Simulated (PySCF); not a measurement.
Series nitrenes, diatomics and small unsaturated species, computed as singlets and as triplets. Isolated molecules, 0 K electronic values unless said otherwise. One relaxed conformer stands for each flexible species; it need not be the lowest. Strings in code marks are SMILES.

Calculation: PySCF with B3LYP-D3(BJ)/def2-TZVP. All candidates: neutral, multiplicity 3. B3LYP has the VWN-RPA correlation part, as in Gaussian. 

```json
{
 "highest_occupied_spin_orbital": "-9.57 eV",
 "dipole_moment": "0.00 D"
}
```

### Question
Say which member has these values.
A. `[Si]=[SiH2]` (excited triplet)
B. `[C]=[SiH2]` (near-degenerate triplet)
C. `C=[SiH2]` (excited triplet)
D. `[N]C#N` (lower triplet)

### Answer
D, `[N]C#N` (lower triplet). The others give `C=[SiH2]` (excited triplet): -5.82 eV, 0.73 D; `[Si]=[SiH2]` (excited triplet): -5.25 eV, 1.02 D; `[C]=[SiH2]` (near-degenerate triplet): -6.77 eV, 2.49 D
